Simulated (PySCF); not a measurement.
Species: tripropylborane, C₉H₂₁B.
Structure used (PBE0-D3(BJ)/def2-SVP), in Å, numbered top down from 1:
```
atom  x, y, z in Å
C1    -1.5507   -2.3643    0.4371
C2    -0.9126   -1.8706   -0.8538
C3    -0.7874   -0.3484   -0.9014
B4     0.2759    0.3469    0.0411
C5     1.6121   -0.4311    0.3754
C6     2.7285    0.2919    1.1201
C7     3.9635   -0.5653    1.3528
C8     0.0968    1.8452    0.5046
C9    -1.3002    2.4587    0.5134
C10   -2.1933    1.8621    1.5920
H11   -0.9646   -2.0610    1.3203
H12   -2.5642   -1.9491    0.5619
H13   -1.6362   -3.4617    0.4588
H14   -1.5120   -2.2286   -1.7084
H15    0.0808   -2.3351   -0.9741
H16   -0.4287   -0.0398   -1.9079
H17   -1.7853    0.1130   -0.8155
H18    1.9995   -0.8461   -0.5768
H19    1.3173   -1.3407    0.9374
H20    2.3497    0.6535    2.0917
H21    3.0151    1.2015    0.5637
H22    3.7177   -1.4663    1.9384
H23    4.7468   -0.0170    1.8991
H24    4.3988   -0.9057    0.3990
H25    0.7550    2.3989   -0.1999
H26    0.5879    2.0005    1.4823
H27   -1.2361    3.5500    0.6631
H28   -1.7749    2.3243   -0.4738
H29   -3.1996    2.3085    1.5855
H30   -2.3109    0.7740    1.4605
H31   -1.7639    2.0241    2.5942
```

Computed at PBE0/pcSseg-1 (PySCF, non-relativistic), with Q(11B) = 0.04059 b: B4, 11B (I = 3/2): χzz = 5.612 MHz, η = 0.006.

(1) Find the zero-field quadrupole resonance frequencies of 11B at B4.

Answers

(1) From ν = (|χ|/2)√(1 + η²/3): ν = 2.806 MHz (three-coordinate boron).

In a crystal, neighbours and librations shift these lines. Isolated species at its PBE0-D3(BJ)/def2-SVP geometry (one conformer only). The small basis limits the accuracy of the gradients.
